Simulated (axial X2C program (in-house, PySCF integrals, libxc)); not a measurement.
BiS: bond constants with and without spin–orbit coupling

Computed with an in-house relativistic program for diatomic molecules. Spin-free means the one-electron spin-free X2C Hamiltonian; two-component (2c) means X2C with spin–orbit coupling and atomic mean-field two-electron Coulomb and Gaunt terms, so the difference of the two also holds small scalar two-electron terms. Basis: Bi dyall-cv3z [12s14p10d6f1g], S dyall-av3z [9s8p3d2f] (cores contracted in-house); Gaussian nuclei, density fitting, unrestricted open shells. Masses: Bi 208.980 u, S 31.972 u.

Input:
```json
{"zs": [83, 16], "q": 0, "bas": ["dyall-cv3z", "dyall-av3z"], "levels": ["PBE0", "HF", "TPSSh"], "cc": true, "r0": 2.35, "thr": -1.0, "nmax": 90, "npts": 10, "nst": 2, "ntry": 6}
```
```bash
python so2c.py task.json out
```

Keys: zs atomic numbers; q charge; bas basis sets; levels methods; cc coupled cluster on or off; r0 starting distance in Å; thr threshold in hartree for freezing inner shells (an s shell follows its p shell); nmax most natural virtual spinors; npts points on the curve; nst determinants followed; ntry starts of the search. HF also brings MP2.

State, spin-free: M_S = 1/2, Λ = 1 (beyond evenly filled blocks: π+α); electrons by block: σα: 19, σβ: 19, π+α: 11, π+β: 10, π-α: 10, π-β: 10, δ+α: 4, δ+β: 4, δ-α: 4, δ-β: 4, φ+α: 1, φ+β: 1, φ-α: 1, φ-β: 1. Fragments: Bi + S.

State, 2c: Ω = 1/2 (⟨Sz⟩ = -0.45, ⟨Lz⟩ = 0.95 at TPSSh); electrons by block: 1/2: 30, -1/2: 29, 3/2: 14, -3/2: 14, 5/2: 5, -5/2: 5, 7/2: 1, -7/2: 1. Fragments: Bi + S.

```json
{"Hamiltonian": "spin-free", "level": "PBE0", "Re (Å)": "2.292", "ωe (cm⁻¹)": "455.1", "Be (cm⁻¹)": "0.1157", "De (eV)": "3.17", "D0 (eV)": "3.15", "μ (D)": "-3.14"}
{"Hamiltonian": "spin-free", "level": "HF", "Re (Å)": "2.440", "ωe (cm⁻¹)": "305.8", "Be (cm⁻¹)": "0.1021", "De (eV)": "0.755", "D0 (eV)": "0.736", "μ (D)": "-2.59"}
{"Hamiltonian": "spin-free", "level": "CCSD", "Re (Å)": "2.304", "ωe (cm⁻¹)": "413.1", "Be (cm⁻¹)": "0.1145", "De (eV)": "2.51", "D0 (eV)": "2.48", "μ (D)": "n/a"}
{"Hamiltonian": "spin-free", "level": "TPSSh", "Re (Å)": "2.306", "ωe (cm⁻¹)": "441.6", "Be (cm⁻¹)": "0.1143", "De (eV)": "3.28", "D0 (eV)": "3.25", "μ (D)": "-3.08"}
{"Hamiltonian": "2c", "level": "TPSSh", "Re (Å)": "2.326", "ωe (cm⁻¹)": "417.3", "Be (cm⁻¹)": "0.1124", "De (eV)": "3.23", "D0 (eV)": "3.20", "μ (D)": "-3.40"}
```

Correlated methods: 11 electrons correlated (number of frozen shells: Bi 5 s, 4 p, 3 d, 1 f; S 2 s, 1 p), 247 virtual spin orbitals or spinors in MP2, 90 natural virtuals in coupled cluster.

Dipoles are positive if S is the positive end.

The state is a single determinant with fixed occupations, the lowest that a limited PBE0 search found. Dissociation energies refer to the lowest single-determinant-based atoms at the same level and basis. Density functionals use the spin component along the axis (collinear). CCSD ran in a truncated set of natural virtual spinors with an MP2 remainder; without triples it tends to underbind. In 2c an atomic determinant is not the ground J level, so De misses part of the atomic spin–orbit lowering. This holds for TPSSh. The functionals have no current-density term, which raises determinants with orbital currents, atoms included. The determinant is spin-polarised beyond a pure state at some levels (its spin-free form has ⟨S²⟩ too high), which makes Re and μ there less reliable. The T1 diagnostic is large, a sign of multireference character. With the outer-core shells frozen, correlated bond lengths of heavy atoms tend to come out a few hundredths of an ångström too long.

No reliable constants came from CCSD (2c), CCSD(T) (2c), CCSD(T) (spin-free), HF (2c), MP2 (2c), MP2 (spin-free), PBE0 (2c): no minimum in range, unconverged points, a curve that is not smooth, a change of character along it, or the two Hamiltonians disagreeing along it.

Rough cost a point (2c) on 1 thread(s) of a shared host, integrals apart: TPSSh 4 s.

The whole task took 4.6 min on 1 thread of Arm Neoverse V1, on a shared host.
